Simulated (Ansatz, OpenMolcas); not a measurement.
## The same job for Ansatz

OpenMolcas 26.06 runs this on SiBrCl3 (SMILES Cl[Si](Cl)(Cl)Br):

geom.xyz:
```
5

Cl    -0.852900    -0.217700     1.821600
Si     0.003400    -0.042600    -0.003200
Cl     1.690500    -1.158200    -0.059200
Cl    -1.285700    -0.709700    -1.412800
Br     0.494400     2.054400    -0.387900
```

mol.input:
```
&gateway
 baslib=$CurrDir
 coord=geom.xyz
 basis=cc-pVDZ
 group=NoSym

&seward
 high

&scf
 thresholds=1e-10 1e-07 1e-07 1e-05
 prorbitals=1

&chcc
 frozen=29
 threshold=1e-08
 maxiterations=80

&cht3
 frozen=29
```

```bash
$ export MOLCAS_MEM=1860
$ pymolcas mol.input > mol.log
```

(Basis files named in the input come from the Basis Set Exchange and aren't shown.)

Geometry: relaxed at PBE0-D4/def2-TZVP.

It gives a total energy of -4240.700692 Eh.

Problem. Write the same calculation for Ansatz 0.2.0 as an input file of the program's own.

Solution. For example:

molecule.yaml:
```yaml
crystal:
  periodic: [false, false, false]
  atoms:
    - {symbol: Cl, position_ang: [-0.852900, -0.217700, 1.821600]}
    - {symbol: Si, position_ang: [0.003400, -0.042600, -0.003200]}
    - {symbol: Cl, position_ang: [1.690500, -1.158200, -0.059200]}
    - {symbol: Cl, position_ang: [-1.285700, -0.709700, -1.412800]}
    - {symbol: Br, position_ang: [0.494400, 2.054400, -0.387900]}
basis:
  gaussian: {orbitals: cc-pVDZ}
magnetization: {spin_polarized: false}
correlation: {method: ccsd_t, frozen_orbitals: {Br: 9, Cl: 5, Si: 5}}
accuracy: high
scf: {omitted_lower_state_checks: [cluster_reference, increment]}
```

```bash
$ ansatz run molecule.yaml --threads 1 --pin off --max-ram 3480MiB --events-out events.jsonl --progress --plain --runs-dir runs
```

Its energy is -4240.700692 Eh, 0.000 mEh from the first.
